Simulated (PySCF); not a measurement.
**Worked example for hydroquinone: ionisation energy to the radical cation**

Structure: `Oc1ccc(O)cc1` (C6H6O2).

These are calculated values, ωB97X-D3(BJ)/ma-def2-TZVP in PySCF (grid level 2) at geometries from PBE0-D3(BJ)/def2-SVP. The prefix ma- adds one diffuse s and one diffuse p function on all atoms but H. ωB97X-D3(BJ) is ωB97X-V with D3(BJ) in place of VV10. Zero-point energies come from unscaled PBE0-D3(BJ)/def2-SVP harmonic frequencies.

```tsv
state	structure	E / Eh
parent	parent	-382.973104
radical cation	parent	-382.681037
radical cation	radical cation	-382.689665
parent	radical cation	-382.960714
```

Zero-point energy of the radical cation less that of the parent: 0.029 eV. 1 Eh = 27.2114 eV.

Task: Work out the vertical and adiabatic ionisation energy.

Result: Vertical: (-382.681037) − (-382.973104) = 0.292067 Eh = 7.95 eV. Adiabatic: 0.283439 Eh = 7.713 eV, and 7.74 eV with zero-point energy.

Task: And the inner reorganisation energy of self-exchange?

Result: The radical cation relaxes by 234.8 meV and the parent by 337.2 meV, so λ = 572 meV.
